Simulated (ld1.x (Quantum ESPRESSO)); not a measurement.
# Transferability test, TM potential for I (Z = 53)

- Element: I (Z = 53)
- Generator: ld1.x (Quantum ESPRESSO) 7.5
- Type: norm-conserving Troullier–Martins (Kleinman–Bylander form)
- Functional: PBE
- Relativity: scalar-relativistic
- Frozen core: [Ar] 3d10
- Valence charge: 25
- Reference configuration: 4s2 4p6 4d10 5s2 5p5
- Partial waves: 4s (bound): rc 0.80 bohr; 4d (bound): rc 1.15 bohr; 4p (bound): rc 1.40 bohr
- Local potential: the p channel
- Core correction: none

Occupied shells without a wave of their own: 5p, 5s. They enter only through the test configuration that unscreens the potential.

Energies are relative to the spin-unpolarised reference configuration 4s2 4p6 4d10 5s2 5p5; without spin polarisation the order of configurations can differ from experiment.

Problem. Give the all-electron excitation energy and the error of the potential for: 4s2 4p6 4d10 5s2 5p4; 4s2 4p6 4d10 5s2 5p3; 4s2 4p6 4d10 5s2 5p2; 4s1 4p6 4d10 5s2 5p5; 4s2 4p6 4d9 5s2 5p5; 4s2 4p6 4d10 5s2 5p5.3; 4s2 4p6 4d10 5s2 5p4.5.

Solution.

| valence configuration | charge | ΔE all-electron (eV) | error AE − PS (meV) |
| --- | --- | --- | --- |
| 4s2 4p6 4d10 5s2 5p4 | +1 | 11.131 | -1402 |
| 4s2 4p6 4d10 5s2 5p3 | +2 | 30.977 | -3369 |
| 4s2 4p6 4d10 5s2 5p2 | +3 | 60.305 | -5931 |
| 4s1 4p6 4d10 5s2 5p5 | +1 | 189.906 | +104 |
| 4s2 4p6 4d9 5s2 5p5 | +1 | 58.247 | +41 |
| 4s2 4p6 4d10 5s2 5p5.3 | -0.3 | -1.783 | +312 |
| 4s2 4p6 4d10 5s2 5p4.5 | +0.5 | 4.532 | -631 |

Levels in the configuration 4s2 4p6 4d10 5s2 5p2:

| level | all-electron (eV) | pseudo (eV) |
| --- | --- | --- |
| 4s | -212.885 | -215.041 |
| 4p | -159.823 | -161.958 |
| 4d | -82.376 | -84.398 |
| 5s | -46.463 | -49.269 |
| 5p | -34.294 | -37.160 |

These tests converged, but a pseudo level misses the all-electron one widely, so the file describes the atom poorly there or has found another state: 4s2 4p6 4d10 5s2 5p3: 5p by 2.3 eV; 4s2 4p6 4d10 5s2 5p2: 5p by 2.9 eV. The 5p, 5s levels have no wave, so the channel is fitted at the deeper level alone: the likely source of the large errors.

The potential misses its own reference levels by up to 1.2 eV, so it is not fit for use.
